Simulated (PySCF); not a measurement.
Si(H)3(vinyl) (C2H6Si), SMILES C(=C)[SiH3]. The structure is a stationary point at B3LYP-D3(BJ)/def2-TZVP.

All values below come from B3LYP-D3(BJ)/def2-TZVP run with PySCF.

Harmonic wavenumbers (cm⁻¹): 142, 278, 427, 620, 719, 719, 941, 946, 966, 1000, 1036, 1046, 1302, 1450, 1658, 2215, 2219, 2229, 3110, 3119, 3192. Rotational constants (GHz): 34.61, 5.242, 4.802; symmetry number 1.

**Question.** Work out the zero-point energy and the ideal-gas rigid-rotor harmonic-oscillator thermochemistry at 298.15 K and 1 atm.

**Answer.** ZPE = ½ Σ hcν = ½ × 29334 cm⁻¹ = 175.45 kJ/mol. H − E(el) = 190.63 kJ/mol. Entropy in J/(mol K): translation 159.42, rotation 98.02, vibration 28.55, total 285.99. G − E(el) = 105.36 kJ/mol. Cp = 76.17 J/(mol K). Modes under 150 cm⁻¹ make the vibrational entropy uncertain.
